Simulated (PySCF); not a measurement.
**Radial density of Al²⁺ (aluminium, charge +2)**

BP86, [Ne] 3s1, 2S determinant. Computed with PySCF 2.14 in x2c-TZVPall (5s5p2d1f, 37 functions), with the spin-free X2C one-electron Hamiltonian (Gaussian nucleus).

| r (bohr) | 4πr²ρ (e/bohr) | 4πr²(ρα − ρβ) |
| --- | --- | --- |
| 0.00227 | 0.09508 | 0.0002 |
| 0.00382 | 0.2553 | 0.0007 |
| 0.00643 | 0.6556 | 0.0017 |
| 0.0108 | 1.625 | 0.0042 |
| 0.0182 | 3.737 | 0.0096 |
| 0.0306 | 7.593 | 0.0191 |
| 0.0515 | 12.46 | 0.0290 |
| 0.0866 | 14.51 | 0.0243 |
| 0.146 | 10.75 | -0.0004 |
| 0.245 | 8.804 | 0.0279 |
| 0.412 | 12.54 | 0.1045 |
| 0.693 | 8.750 | 0.0102 |
| 1.17 | 1.927 | 0.1885 |
| 1.96 | 0.6034 | 0.5456 |
| 3.30 | 0.1718 | 0.1716 |
| 5.55 | 0.001382 | 0.0014 |

Densities and radii are taken from the X2C orbitals without a picture-change correction, which distorts them close to the nucleus.
